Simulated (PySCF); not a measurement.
O2Si2, SMILES o1[si]2o[si]1=2. Atoms are numbered in the order given.

```xyz
4

Si     0.0000     0.0000     1.2534
Si     0.0000     0.0000    -1.2534
O      0.0000    -1.1801     0.0000
O      0.0000     1.1801     0.0000
```

Geometry: B3LYP-D3(BJ)/def2-SVP.

Method: PBE/def2-TZVPD in PySCF.

Mulliken values depend strongly on the basis, most of all with diffuse functions as here. Atomic charges (e):

```
atom  meta-Löwdin  Mulliken
----  -----------  --------
Si1             ?      0.23
Si2             ?      0.23
O3              ?     -0.23
O4              ?     -0.23
```

Question: Some entries are withheld; supply them. (Estimate from the structure and the level; the computed values follow.)

Answer: 
- Si1, meta-Löwdin: 0.74
- Si2, meta-Löwdin: 0.74
- O3, meta-Löwdin: -0.74
- O4, meta-Löwdin: -0.74
